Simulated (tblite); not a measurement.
Method: GFN2-xTB as coded in tblite; computed harmonic values from a numerical Hessian at the method's own geometry, unscaled. The method is semi-empirical: single wavenumbers can be off by several per cent or more. One conformer each. Thermal functions are those of the rigid rotor and harmonic oscillator, without mixing of conformers.

Question: Order these by their heat capacity Cp at 298.15 K, highest first (J/(mol K)).
A. `C#Cc1n[nH]c(F)n1`
B. `C1[C@@H](N)[C@H]2[C@@H](C=1)C2`
C. `C#Cc1cpc(C)s1`
D. `C=C/C=P/CC(C)=O`
E. `CC1=C[P@]1(=O)C1CC1`

Answer: D (152.3), E (146.9), C (138.8), B (111.5), A (107.8).

```
                    SMILES  atoms  mass (u)  symmetry number  modes under 300 cm⁻¹  ZPE (kJ/mol)  S translation (J/(mol K))  S rotation  S vibration      S     Cp
           C=C/C=P/CC(C)=O     17    128.04                1                     7         344.7                      169.4       122.7        126.4  418.5  152.3
       CC1=C[P@]1(=O)C1CC1     17    128.04                1                     7         348.4                      169.4       120.3        110.5  400.1  146.9
             C#Cc1cpc(C)s1     13    139.98                1                     5         224.6                      170.5       122.0         91.6  384.0  138.8
N[C@@H]1C=C[C@H]2C[C@@H]12     16     95.07                1                     3         358.3                      165.7       112.4         45.1  323.1  111.5
          C#Cc1n[nH]c(F)n1     10    111.02                1                     3         153.7                      167.6       116.1         54.6  338.3  107.8
```

Entropies and Cp are for 298.15 K and 1 bar.
